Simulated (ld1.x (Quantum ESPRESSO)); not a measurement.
**Before and after: TM potential for Ni (Z = 28)**

* Element: nickel (Ni)
* Generator: ld1.x (Quantum ESPRESSO) 7.5
* Type: norm-conserving Troullier–Martins (Kleinman–Bylander form)
* Functional: PBEsol
* Relativity: scalar-relativistic
* Frozen core: [Ar]
* Valence charge: 10
* Reference configuration: 3d8 4s1 4p0 (charge +1)
* Partial waves: 4p (bound, empty): rc 2.00 bohr; 3d (bound): rc 0.90 bohr; 4s (bound): rc 1.50 bohr
* Local potential: the s channel
* Core correction: a·sin(br)/r model core, default radius (core density twice the valence density)

Change: wave 4p (bound): rc 2.00 bohr becomes 4p (bound): rc 3.04 bohr.

Cutoffs: the cutoffs (Ry, on a coarse ladder) from which the occupation-weighted sum of valence levels, in a spherical-Bessel basis at the reference potential, stays within 10 and 1 mRy of its value at 400 Ry; they do not see the model core or the augmentation charge, which bear on the density cutoff. Errors are all-electron minus pseudo energies relative to the spin-unpolarised reference configuration.

Question: Predict the effect on cutoff, ghosts and configuration errors.

Answer: Both files keep a bound ghost (p); of the 7 tests that both files solve, the error grows in 2 and shrinks in 0 by more than 15 % and 0.3 meV (median size 14.3 → 14.3 meV).

| quantity | base | changed |
| --- | --- | --- |
| cutoff, loose | 260 Ry | 260 Ry |
| cutoff, tight | over 300 Ry | over 300 Ry |
| bound ghosts | p | p |
| error for 3d8 4s2 4p0, meV [ΔE -9.34 eV] | -2.8 | -2.8 |
| error for 3d8 4s0 4p0, meV [ΔE 17.26 eV] | -14 | -14 |
| error for 3d7 4s0 4p0, meV [ΔE 54.70 eV] | -546 | -546 |
| error for 3d8 4s1 4p1, meV [ΔE -4.71 eV] | -2.2 | -2.6 |
| error for 3d9 4s1 4p0, meV [ΔE -10.94 eV] | -192 | -192 |
| error for 3d7 4s2 4p1, meV [ΔE 1.24 eV] | -515 | -511 |
| error for 3d8 4s0 4p1, meV [ΔE 5.71 eV] | -1.2 | +1.7 |

 A true bound ghost makes a file unfit for plane-wave use even where its test errors are small: the radial tests pick states by their node count and pass the ghost by.
